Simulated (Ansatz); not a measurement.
Geometry optimisation, RHF/def2-SVP (Ansatz).

Input:

```yaml
crystal:
  periodic: [false, false, false]
  atoms:
    - { symbol: Ta, position_ang: [0.017049, 0.061522, 0.096281] }
    - { symbol: "N", position_ang: [2.116134, 0.155201, 0.083002] }
    - { symbol: H, position_ang: [2.677533, 0.286909, 0.902716] }
    - { symbol: H, position_ang: [2.66493, 0.208327, -0.754164] }
    - { symbol: "N", position_ang: [-0.11209, 0.096765, 2.086345] }
    - { symbol: H, position_ang: [-0.145723, -0.71403, 2.679109] }
    - { symbol: H, position_ang: [-0.026955, 0.92379, 2.650887] }
    - { symbol: Cl, position_ang: [0.251046, -0.128639, -2.333776] }
    - { symbol: "N", position_ang: [-0.931652, 1.792778, -0.022243] }
    - { symbol: H, position_ang: [-1.638233, 2.113163, 0.61386] }
    - { symbol: H, position_ang: [-0.845128, 2.428504, -0.795793] }
    - { symbol: "N", position_ang: [-1.093328, -1.593341, 0.09053] }
    - { symbol: H, position_ang: [-1.799341, -1.824497, 0.76458] }
    - { symbol: H, position_ang: [-1.07969, -2.265289, -0.656095] }
    - { symbol: H, position_ang: [1.425255, -2.492872, 0.851168] }
    - { symbol: H, position_ang: [1.938794, -2.028592, 0.688893] }
basis:
  gaussian: { orbitals: def2-SVP }
hamiltonian:
  xc: hf
relax:
  f_tol: 0.03
  max_steps: 50
```

Launched with:

```bash
$ ansatz run input.yaml --threads 4 --pin off --max-ram 5120MiB --backend cpu --events-out ev --progress --plain --runs-dir out
```

Problem. Where does it end, and by what steps?

Solution. The run converged. The force dipped under the threshold on the way, but the program's further checks kept it going. After 30 steps the energy has fallen by 0.483 eV; H15 moved furthest, 2.04 Å.

| step | energy less start (eV) | largest force component (eV/Å) | accepted |
| --- | --- | --- | --- |
| 0 | 0.0000 | 1.778 | yes |
| 2 | -0.3176 | 0.214 | yes |
| 4 | -0.4073 | 0.220 | yes |
| 6 | -0.4328 | 0.211 | yes |
| 8 | -0.4462 | 0.507 | yes |
| 10 | -0.4544 | 0.679 | yes |
| 12 | -0.4677 | 0.144 | yes |
| 14 | -0.4715 | 0.064 | yes |
| 16 | -0.4758 | 0.126 | yes |
| 18 | -0.4750 | 0.352 | no |
| 20 | -0.4800 | 0.091 | yes |
| 22 | -0.4813 | 0.078 | yes |
| 24 | -0.4825 | 0.045 | yes |
| 26 | -0.4828 | 0.055 | yes |
| 28 | -0.4830 | 0.013 | yes |
| 30 | -0.4832 | 0.023 | yes |

```xyz
16
Properties=species:S:1:pos:R:3
Ta -0.191 0.240 0.081
N 1.803 0.081 0.083
H 2.377 0.145 0.903
H 2.345 -0.161 -0.726
N -0.199 0.187 2.078
H 0.116 -0.572 2.658
H -0.527 0.941 2.652
Cl 0.038 -0.208 -2.342
N -0.931 2.063 -0.058
H -1.903 2.272 -0.210
H -0.380 2.897 -0.167
N -1.522 -1.249 0.019
H -1.990 -1.621 0.824
H -1.713 -1.794 -0.801
H 3.237 -3.388 1.121
H 2.860 -2.813 0.830
```

Time of the run: 56 s on 4 threads of Arm Neoverse V2, on a shared host, peak memory 0.47 GiB.
